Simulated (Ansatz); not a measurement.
Computed with B3LYP-D3(BJ)/def2-TZVP (Ansatz, a quantum-chemistry and plane-wave program). No frequencies were computed at this level.

Ansatz 0.2 input:
```yaml
crystal:
  periodic: [false, false, false]
  atoms:
    - { symbol: C, position_ang: [-1.515, 0.395682, 0.062573] }
    - { symbol: C, position_ang: [-0.39616, -0.234028, -0.112714] }
    - { symbol: C, position_ang: [0.740266, -0.83079, -0.27228] }
    - { symbol: Se, position_ang: [2.447904, -0.036616, 0.127981] }
    - { symbol: H, position_ang: [-1.963384, 0.984578, -0.722117] }
    - { symbol: H, position_ang: [-2.061381, 0.333105, 0.990593] }
    - { symbol: H, position_ang: [0.844137, -1.837249, -0.649227] }
    - { symbol: H, position_ang: [1.903619, 1.225319, 0.575191] }
basis:
  gaussian: { orbitals: def2-tzvp }
hamiltonian:
  xc: b3lyp
  dispersion: d3bj
relax:
  max_steps: 150
```

Output:

```
Functional definition: B3LYP
1125 factors; their error is unknown
mean field evaluation 1: about -68515.1229 eV, gradient 6.5e1 eV
mean field evaluation 2: about -68479.5876 eV, gradient 1.2e2 eV
mean field evaluation 4: about -68525.0819 eV, gradient 1.8e1 eV
mean field evaluation 8: about -68525.8680 eV, gradient 1.5e-1 eV
mean field evaluation 16: about -68526.1918 eV, gradient 5.2e-3 eV
mean field -68526.19183371 eV, -2518.2911011677 hartree, gradient 3.1e-5 eV, S^2 0.000000; 0 other end points of the search recorded, 0 dependent functions left out
reference -68526.19208337 eV, -2518.2911103427 hartree; 28, 28 occupied and 137, 137 virtual orbitals, 1125 factors
relax step   1: F+E_penalty+E_count = -68526.48835601 eV  Δ(F+E_penalty+E_count) = +0.000e0 eV  max|allowed force component| = 5.066e-1 eV/Å  Δτ_max = 0.0000 Å  (31 SCF iters, accepted)
these checks for a lower state are left out or cut short: starts, cluster_reference, orbital_swaps, neighbouring_geometries, increment
1125 factors; their error is unknown
mean field -68526.13591882 eV, -2518.2890463336 hartree, gradient 1.1e-5 eV, S^2 0.000000; 0 other end points of the search recorded, 0 dependent functions left out
reference -68526.13616789 eV, -2518.2890554867 hartree; 28, 28 occupied and 137, 137 virtual orbitals, 1125 factors
relax step   2: F+E_penalty+E_count = -68526.43128538 eV  Δ(F+E_penalty+E_count) = +5.707e-2 eV  max|allowed force component| = 1.054e0 eV/Å  Δτ_max = 0.0945 Å  (32 SCF iters, rejected (line search))
these checks for a lower state are left out or cut short: starts, cluster_reference, orbital_swaps, neighbouring_geometries, increment
1125 factors; their error is unknown
mean field evaluation 32: about -68526.2048 eV, gradient 5.0e-3 eV
mean field -68526.20479920 eV, -2518.2915776406 hartree, gradient 1.2e-5 eV, S^2 0.000000; 0 other end points of the search recorded, 0 dependent functions left out
reference -68526.20504955 eV, -2518.2915868409 hartree; 28, 28 occupied and 137, 137 virtual orbitals, 1125 factors
relax step   3: F+E_penalty+E_count = -68526.50030131 eV  Δ(F+E_penalty+E_count) = -1.195e-2 eV  max|allowed force component| = 1.337e-1 eV/Å  Δτ_max = 0.0204 Å  (34 SCF iters, accepted)
these checks for a lower state are left out or cut short: starts, cluster_reference, orbital_swaps, neighbouring_geometries, increment
1125 factors; their error is unknown
mean field -68526.20427102 eV, -2518.2915582304 hartree, gradient 1.2e-5 eV, S^2 0.000000; 0 other end points of the search recorded, 0 dependent functions left out
reference -68526.20452179 eV, -2518.2915674462 hartree; 28, 28 occupied and 137, 137 virtual orbitals, 1125 factors
relax step   4: F+E_penalty+E_count = -68526.49968025 eV  Δ(F+E_penalty+E_count) = +6.211e-4 eV  max|allowed force component| = 1.156e-1 eV/Å  Δτ_max = 0.0327 Å  (32 SCF iters, rejected (line search))
these checks for a lower state are left out or cut short: starts, cluster_reference, orbital_swaps, neighbouring_geometries, increment
1125 factors; their error is unknown
mean field -68526.20495708 eV, -2518.2915834425 hartree, gradient 1.2e-5 eV, S^2 0.000000; 0 other end points of the search recorded, 0 dependent functions left out
reference -68526.20520784 eV, -2518.2915926578 hartree; 28, 28 occupied and 137, 137 virtual orbitals, 1125 factors
relax step   5: F+E_penalty+E_count = -68526.50031992 eV  Δ(F+E_penalty+E_count) = -1.861e-5 eV  max|allowed force component| = 8.686e-2 eV/Å  Δτ_max = 0.0148 Å  (33 SCF iters, accepted)
these checks for a lower state are left out or cut short: starts, cluster_reference, orbital_swaps, neighbouring_geometries, increment
1125 factors; their error is unknown
mean field -68526.20679411 eV, -2518.2916509523 hartree, gradient 1.2e-5 eV, S^2 0.000000; 0 other end points of the search recorded, 0 dependent functions left out
reference -68526.20704584 eV, -2518.2916602031 hartree; 28, 28 occupied and 137, 137 virtual orbitals, 1125 factors
relax step   6: F+E_penalty+E_count = -68526.50074306 eV  Δ(F+E_penalty+E_count) = -4.231e-4 eV  max|allowed force component| = 1.145e-1 eV/Å  Δτ_max = 0.0500 Å  (32 SCF iters, accepted)
these checks for a lower state are left out or cut short: starts, cluster_reference, orbital_swaps, neighbouring_geometries, increment
1125 factors; their error is unknown
mean field -68526.20707061 eV, -2518.2916611136 hartree, gradient 1.2e-5 eV, S^2 0.000000; 0 other end points of the search recorded, 0 dependent functions left out
reference -68526.20732188 eV, -2518.2916703476 hartree; 28, 28 occupied and 137, 137 virtual orbitals, 1125 factors
relax step   7: F+E_penalty+E_count = -68526.50160347 eV  Δ(F+E_penalty+E_count) = -8.604e-4 eV  max|allowed force component| = 5.324e-2 eV/Å  Δτ_max = 0.0144 Å  (33 SCF iters, accepted)
these checks for a lower state are left out or cut short: starts, cluster_reference, orbital_swaps, neighbouring_geometries, increment
1125 factors; their error is unknown
mean field evaluation 64: about -68525.8842 eV, gradient 1.4e-3 eV
mean field -68526.20727166 eV, -2518.2916685021 hartree, gradient 1.2e-5 eV, S^2 0.000000; 0 other end points of the search recorded, 0 dependent functions left out
reference -68526.20752284 eV, -2518.2916777326 hartree; 28, 28 occupied and 137, 137 virtual orbitals, 1125 factors
relax step   8: F+E_penalty+E_count = -68526.50191716 eV  Δ(F+E_penalty+E_count) = -3.137e-4 eV  max|allowed force component| = 3.478e-3 eV/Å  Δτ_max = 0.0071 Å  (33 SCF iters, accepted)
1125 factors; their error is unknown
mean field evaluation 96: about -68526.2073 eV, gradient 4.3e-5 eV
mean field -68526.20727166 eV, -2518.2916685021 hartree, gradient 1.2e-5 eV, S^2 0.000000; 1 other end points of the search recorded, 0 dependent functions left out
reference -68526.20752284 eV, -2518.2916777326 hartree; 28, 28 occupied and 137, 137 virtual orbitals, 1125 factors
Total energy: -68526.50216834 eV, -2518.3025057549 hartree
Atom 0 at    -1.532512     0.386391     0.058205 Å, force     0.003478    -0.001194    -0.000462 eV/Å
Atom 1 at    -0.394193    -0.223525    -0.107923 Å, force    -0.001411    -0.001875    -0.000267 eV/Å
Atom 2 at     0.747590    -0.815221    -0.266622 Å, force     0.000947     0.000634     0.000277 eV/Å
Atom 3 at     2.474055    -0.054781     0.122208 Å, force     0.000825     0.002248     0.000755 eV/Å
Atom 4 at    -1.979125     0.977034    -0.734808 Å, force    -0.001119     0.001104     0.000833 eV/Å
Atom 5 at    -2.078630     0.320456     0.993410 Å, force    -0.001207     0.001306    -0.000143 eV/Å
Atom 6 at     0.822856    -1.826643    -0.646435 Å, force    -0.001005    -0.001051    -0.000512 eV/Å
Atom 7 at     1.939961     1.236289     0.581965 Å, force    -0.000507    -0.001170    -0.000481 eV/Å
Dipole moment:    -0.165971     0.048445     0.008878 e Å
```

Cost: about 40 core-seconds (a rough figure).
